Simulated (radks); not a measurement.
The silver ion Ag13+, configuration [Ar] 3d9 4s2 4p5 (not the ground configuration).

Calculated with a radial shooting solver on a logarithmic mesh with Libxc functionals: scalar-relativistic Kohn-Sham, PBEsol, spin-polarised, spherical densities, finite nucleus; open shells are filled with parallel spins first (spin-orbit coupling, left out, can overturn this in heavy ions); Fermi nuclear charge, rms radius 4.5454 fm.

Energy parts (hartree):
| part | energy |
|---|---|
| total | -5242.83788 |
| kinetic | 5449.76826 |
| electron-nucleus | -12274.81444 |
| Hartree | 1717.06801 |
| exchange-correlation | -134.85970 |

Orbitals (lengths in bohr, moments of r in powers of bohr; r(max) is where P^2 peaks):
orbital,occ.,eigenvalue (hartree),r(max),<r>,<r^2>,<r^4>
1s up,1,-942.5647,0.02017,0.03113,0.001310,4.459e-06
1s down,1,-942.5509,0.02017,0.03112,0.001310,4.458e-06
2s up,1,-149.3445,0.1140,0.1349,0.02145,0.0007894
2s down,1,-149.2609,0.1140,0.1349,0.02144,0.0007886
2p up,3,-135.2683,0.09116,0.1176,0.01689,0.0005655
2p down,3,-135.1988,0.09114,0.1176,0.01688,0.0005648
3s up,1,-36.63774,0.3304,0.3642,0.1516,0.03494
3s down,1,-36.53608,0.3306,0.3644,0.1517,0.03501
3p up,3,-32.01741,0.3230,0.3619,0.1518,0.03668
3p down,3,-31.91307,0.3231,0.3621,0.1520,0.03677
3d up,5,-24.83779,0.2693,0.3366,0.1342,0.03295
3d down,4,-24.71922,0.2696,0.3370,0.1346,0.03310
4s up,1,-13.27020,0.7754,0.8176,0.7499,0.7940
4s down,1,-13.18404,0.7759,0.8187,0.7522,0.7997
4p up,3,-11.72865,0.8060,0.8540,0.8227,0.9702
4p down,2,-11.64460,0.8068,0.8557,0.8262,0.9797

The highest occupied level is 4p down at -316.87 eV. Summed over all electrons, <r^2> = 8.194 bohr^2, which gives a Langevin (diamagnetic) susceptibility term of -6.49 x 10^-6 cm^3/mol. The density falls to 0.001 e/bohr^3 at r = 1.95 bohr. Spin moment in Bohr magnetons: 2. The electron density at the nucleus is 1.494e+05 e/bohr^3 (large components only). The spin density at the nucleus is -1.703 e/bohr^3 (1s -1.337, 2s -4.524, 3s 3.224, 4s 0.933).
